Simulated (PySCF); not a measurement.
## Diatomic cations of P with the second period

CCSD(T) with triple-zeta basis sets in PySCF, for the lowest determinant that a PBE0 search found; no spin–orbit coupling. De refers to high-spin ground-configuration atoms (the charge goes to the atom of lower measured ionisation energy or higher electron affinity, which is not always the lowest computed limit).

| M | basis | reference, frozen orbitals | charged atom | state (unpaired electrons) | Re (Å) | ωe (cm⁻¹) | De (eV) |
| --- | --- | --- | --- | --- | --- | --- | --- |
| Li | def2-TZVP | UHF, 5 | Li+ | quartet (σ ↑, π ↑↑) | 2.671 | 241 | 0.34 |
| Be | def2-TZVP | UHF, 5 | Be+ | triplet (π ↑↑) | 2.060 | 605 | 2.34 |
| B | def2-TZVPPD | UHF, 6 | B+ | quartet (σ ↑, π ↑↑) | 1.872 | 704 | 2.09 |
| O | def2-TZVPPD | RHF, 6 | P+ | singlet (closed shell) | 1.437 | 1391 | 7.97 |
| F | def2-TZVPPD | UHF, 6 | P+ | doublet (π ↑) | 1.513 | 1050 | 5.35 |

The shortest bond is that of PO⁺ (1.437 Å), the longest that of LiP⁺ (2.671 Å). PO⁺ is bound most strongly (7.97 eV) and LiP⁺ least (0.34 eV).

The rows differ in basis set, which adds steps of its own.

The state changes along the series, so neighbouring rows are not always alike in their bonding.

Correlated steps freeze the inner cores (5 to 6 orbitals); shallow outer-core shells are correlated. Weak bonds: LiP⁺. Basis-set superposition, not corrected here, can be much of De in a small basis, most of all at correlated wavefunction levels. For an ion De counts to the pair picked by the measured ionisation energies or electron affinities, which need not be the lowest pair at this level. Where the molecule has an RHF reference, its open-shell atoms are computed with UHF. The CCSD T1 diagnostic is raised in PO⁺, a sign that a single reference may not be enough there. States were picked by a PBE0 search and need not be the measured ground states.
